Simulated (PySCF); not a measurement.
**Correlation energy of Cu⁻ (copper, charge -1)**

[Ar] 3d10 4s2, closed-shell 1S. Calculation: PySCF 2.14, in x2c-TZVPPall with one added diffuse shell each of s, p, d, f type (7s6p5d3f1g, 80 functions); scalar relativity by spin-free X2C-1e. Frozen: [Ne]; 20 electrons correlated.

```tsv
level	correlation energy (mhartree)
CCSD	-777.30
(T)	-30.83
CCSD(T)	-808.13
```

Diagnostics: T1 = 0.043, D1 = 0.1559, largest double amplitude 0.084.

T1 exceeds 0.03, a sign that the reference determinant is poor.

Cost of the coupled-cluster step: roughly 15 core-seconds, for 20 correlated electrons.

Iterations:

```
CC2 = 0
CCSD nocc = 10, nmo = 75
frozen orbitals [0, 1, 2, 3, 4]
max_cycle = 100
direct = 0
conv_tol = 1e-08
conv_tol_normt = 1e-06
diis_space = 8
diis_start_cycle = 0
Init t2, MP2 energy = -1654.01648877781  E_corr(MP2) -0.88320115584324
Init E_corr(CCSD) = -0.8832011558433
cycle = 1  E_corr(CCSD) = -0.704915845503448  dE = 0.17828531  norm(t1,t2) = 0.167306
cycle = 2  E_corr(CCSD) = -0.807222787704142  dE = -0.102306942  norm(t1,t2) = 0.119968
cycle = 3  E_corr(CCSD) = -0.779242050891421  dE = 0.0279807368  norm(t1,t2) = 0.122466
cycle = 4  E_corr(CCSD) = -0.772643541319281  dE = 0.00659850957  norm(t1,t2) = 0.0234832
cycle = 5  E_corr(CCSD) = -0.774801931917724  dE = -0.0021583906  norm(t1,t2) = 0.0154081
cycle = 6  E_corr(CCSD) = -0.777614271177743  dE = -0.00281233926  norm(t1,t2) = 0.0044833
cycle = 7  E_corr(CCSD) = -0.77770962484067  dE = -9.53536629e-05  norm(t1,t2) = 0.00276098
cycle = 8  E_corr(CCSD) = -0.777386883278182  dE = 0.000322741562  norm(t1,t2) = 0.00172279
cycle = 9  E_corr(CCSD) = -0.777267876159702  dE = 0.000119007118  norm(t1,t2) = 0.00078127
cycle = 10  E_corr(CCSD) = -0.777297954002727  dE = -3.0077843e-05  norm(t1,t2) = 0.000387567
cycle = 11  E_corr(CCSD) = -0.777290487999558  dE = 7.46600317e-06  norm(t1,t2) = 0.000270394
cycle = 12  E_corr(CCSD) = -0.777299102885168  dE = -8.61488561e-06  norm(t1,t2) = 0.000109859
cycle = 13  E_corr(CCSD) = -0.777298917915379  dE = 1.84969789e-07  norm(t1,t2) = 2.10673e-05
cycle = 14  E_corr(CCSD) = -0.777298417699501  dE = 5.00215878e-07  norm(t1,t2) = 7.52791e-06
cycle = 15  E_corr(CCSD) = -0.77729833605378  dE = 8.16457217e-08  norm(t1,t2) = 3.65833e-06
cycle = 16  E_corr(CCSD) = -0.777298338876815  dE = -2.82303536e-09  norm(t1,t2) = 1.50156e-06
cycle = 17  E_corr(CCSD) = -0.777298319303825  dE = 1.95729899e-08  norm(t1,t2) = 4.34665e-07
cycle = 18  E_corr(CCSD) = -0.77729834569803  dE = -2.63942047e-08  norm(t1,t2) = 2.51653e-07
cycle = 19  E_corr(CCSD) = -0.777298339136136  dE = 6.56189358e-09  norm(t1,t2) = 1.09455e-07
CCSD converged
E(CCSD) = -1653.910585961108  E_corr = -0.7772983391361361
CCSD(T) correction = -0.0308297356383462
```

This basis was not built for core-valence correlation, so the inner-shell part is incomplete.
